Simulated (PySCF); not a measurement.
## Energy of Sc²⁺ (scandium, charge +2) between two integer charges

The 3d alpha orbital of [Ar] 3d1 is emptied in steps (occupation f), with all orbitals relaxed, ending at [Ar]. All numbers are calculated (PySCF 2.14, the non-relativistic Hamiltonian (point nucleus), in aug-pcseg-2 (7s5p4d3f2g, 81 functions)). The exact energy is a straight line in f; departures are measured from the line between the end points of the same method.

```tsv
f	PBE0 (eV)	r2SCAN (eV)	LC-wPBE (eV)
1	0.000	0.000	0.000
0.75	-0.923	-1.185	-0.390
0.5	-1.240	-1.592	-0.529
0.25	-0.936	-1.200	-0.403
0	0.000	0.000	0.000
```

| method | E(f=0) − E(f=1) (eV) | −ε at f=1 (eV) | −ε at f=0.5 (eV) |
| --- | --- | --- | --- |
| PBE0 | 25.308 | 20.431 | 25.271 |
| r2SCAN | 25.240 | 18.976 | 25.199 |
| LC-wPBE | 25.439 | 23.397 | 25.402 |

Orbital energy along the path (eV):

```tsv
f	PBE0	r2SCAN	LC-wPBE
1	-20.431	-18.976	-23.397
0.75	-22.816	-22.041	-24.369
0.5	-25.271	-25.199	-25.402
0.25	-27.782	-28.424	-26.490
0	-30.327	-31.636	-27.621
```

Reference removal energy between the ground levels: 24.757 eV (measured; NIST Atomic Spectra Database, ionization energies). The calculation has no spin-orbit coupling.
